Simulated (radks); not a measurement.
The numbers below are computed, except where a source is named.
Task: Species: Lu XIII. Configuration: [Kr] 4d10 4f11 5s2. Code: a radial shooting solver on a logarithmic mesh with Libxc functionals. Model: non-relativistic Kohn-Sham, PBE, spin-polarised, spherical densities, point nucleus; open shells are filled with parallel spins first (spin-orbit coupling, left out, can overturn this in heavy ions); relativity is left out, which matters for an element this heavy. Some entries of the table are withheld. Estimate them.

orbital,occ.,eigenvalue (eV),<r> (bohr),r(max) (bohr)
1s down,1,-58706.21,0.02134,0.01416
1s up,1,-58706.20,0.02134,0.01416
2s up,1,-9752.663,0.09036,0.07725
2s down,1,-9752.579,0.09036,0.07725
2p up,3,-9339.602,0.07648,0.06002
2p down,3,-9339.557,0.07648,0.06002
3s up,1,-2376.447,0.2305,0.2130
3s down,1,-2374.221,0.2304,0.2129
3p up,3,-2187.066,0.2204,0.2010
3p down,3,-2185.054,0.2203,0.2009
3d up,5,-1834.048,0.1939,0.1590
3d down,5,-1832.619,0.1937,0.1590
4s up,1,-645.7277,0.5128,0.4801
4s down,1,-642.4334,0.5131,0.4801
4p up,3,-567.7976,0.5206,0.4817
4p down,3,-564.5217,0.5210,0.4818
4d up,5,-426.4633,0.5376,0.4796
4d down,5,-423.2043,0.5383,0.4798
5s up,1,(1),1.091,1.039
5s down,1,(2),1.095,1.042
4f up,7,(3),0.5867,0.4458
4f down,4,(4),0.5897,0.4469
5p up,0,-218.7400,1.150,1.089
5p down,0,-217.4227,1.154,1.093
6s up,0,-131.5336,1.930,1.951
6s down,0,-131.0668,1.936,1.958

Result: 
(1) 5s up eigenvalue (eV): -245.6998
(2) 5s down eigenvalue (eV): -244.2349
(3) 4f up eigenvalue (eV): -243.4816
(4) 4f down eigenvalue (eV): -240.2217
